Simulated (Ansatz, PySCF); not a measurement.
Cd(Br)(Et) (C2H5BrCd), SMILES [Cd]([CH2]C)[Br].

The structure is a stationary point at B3LYP-D3(BJ)/def2-SVP. The structure was generated by enumeration; whether it is a known compound was not checked. The def2 effective core potentials stand for the cores of Cd; spin–orbit coupling is left out. Other conformers were not sampled.

Vertical ionisation energy (IE) and electron affinity (EA) in eV. Rows of orbital energies are one-electron estimates. Where ΔSCF, EOM or ADC give a negative EA the extra electron is unbound and the value depends on the basis.

```
level                                                                  IE     EA
-------------------------------------------------------------------  ----  -----
−ε(HOMO), −ε(LUMO), PBE0/def2-TZVP (PySCF)                           7.59   1.03
−ε(HOMO), −ε(LUMO), PBE/def2-TZVP (PySCF)                            6.54   1.85
ΔSCF, PBE0/def2-SVPD (Ansatz), final states of multiplicity 2 and 2  9.51  -0.42
ΔSCF, PBE/def2-SVPD (Ansatz), final states of multiplicity 2 and 2   9.28  -0.32
```

Q: What vertical singlet–triplet gap does ΔSCF give with PBE0/def2-SVPD (Ansatz, an electronic-structure program) and with PBE/def2-SVPD (Ansatz)? (The exact figures need the calculation; the answer reports its results.)

A: 4.57 and 4.40 eV (triplet above singlet where positive).
